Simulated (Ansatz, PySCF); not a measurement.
BH₃OSe₂, SMILES [SeH]B([SeH])O. Atoms are numbered in the order given.

```xyz
7

B      0.6764     0.0300     0.0000
O      2.0240     0.1196     0.0000
H      2.4893    -0.7220     0.0000
Se    -0.3498    -1.6417     0.0000
H      0.8183    -2.5400     0.0000
Se    -0.2805     1.7340     0.0000
H     -1.6221     1.1337     0.0000
```
Charge 0, spin multiplicity 1.

The structure is a stationary point at PBE0-D3(BJ)/def2-SVP. This is a generated structure with no PubChem entry under its InChIKey; it may be hypothetical. Other conformers were not sampled.

Two levels are set side by side: PBE-D3(BJ)/def2-SVP (Ansatz, a quantum-chemistry and plane-wave program) and PBE0-D3(BJ)/def2-SVP (Ansatz). Each level has its own optimised geometry; the coordinates shown are those of the second. Frequencies come from the Hessian of PySCF at each geometry. Differences are taken from unrounded values.

```tsv
quantity	PBE0-D3(BJ)
mean bond length (Å)	1.529
bond B1–O2 (Å)	1.351
bond B1–Se4 (Å)	1.962
bond B1–Se6 (Å)	1.954
bond O2–H3 (Å)	0.962
bond Se4–H5 (Å)	1.474
bond Se6–H7 (Å)	1.470
highest harmonic wavenumber (cm⁻¹)	3920
mean harmonic wavenumber (cm⁻¹)	1049
zero-point energy (kcal/mol)	22.50
```

### Question
What does PBE-D3(BJ) give, and how far is it from PBE0-D3(BJ)? (Estimate from the structure and the level; the computed values follow.)

### Answer

```tsv
quantity	PBE-D3(BJ)	PBE-D3(BJ) minus PBE0-D3(BJ)
mean bond length (Å)	1.542	0.013
bond B1–O2 (Å)	1.363	0.013
bond B1–Se4 (Å)	1.974	0.012
bond B1–Se6 (Å)	1.967	0.013
bond O2–H3 (Å)	0.973	0.011
bond Se4–H5 (Å)	1.489	0.015
bond Se6–H7 (Å)	1.484	0.014
highest harmonic wavenumber (cm⁻¹)	3752	-168
mean harmonic wavenumber (cm⁻¹)	1007	-42
zero-point energy (kcal/mol)	21.58	-0.91
```

GGA bonds tend to be longer and softer than those of functionals with exact exchange. Differences between two approximate levels are no errors against the true value.
